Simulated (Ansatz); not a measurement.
System: sum formula Si$_{2}$N$_{2}$H$_{7}$, net charge 0, doublet state. It need not be the lowest isomer of its formula. SMILES: N[SiH][SiH2]N
Coordinates optimised at B3LYP-D3(BJ)/def2-TZVP (Ansatz, a first-principles code):
```xyz
11

N      2.0955     0.3472     0.2764
Si     0.9547    -0.6717    -0.5318
Si    -1.1854    -0.2805     0.3297
N     -1.5295     1.3759    -0.0542
H      1.9019     1.3280     0.4059
H      3.0842     0.1527     0.2814
H      1.4493    -2.0686    -0.3628
H     -2.1118    -1.2913    -0.2593
H     -1.3107    -0.3812     1.8073
H     -2.2894     1.8474     0.4131
H     -1.4562     1.6829    -1.0125
```
Charge 0, spin multiplicity 2.

Wanted: atomisation energy (electronic, to ground-state atoms), in kJ/mol. Cores are frozen in the correlated levels unless marked. Open shells are spin-unrestricted. Spin-orbit coupling is left out. Non-relativistic. The coupled-cluster limit lacks core correlation, which all-electron functionals hold. Basis-set limits of correlation are two-point, X^-3; Hartree-Fock from the larger set.

```json
[
 {"level": "HF/STO-3G", "program": "Ansatz", "atomisation energy (kJ/mol)": "2881.7"}
]
```

What does CCSD(T)/CBS(cc-pV(T+d)Z,cc-pV(Q+d)Z) (Ansatz) give?

3472.7 kJ/mol
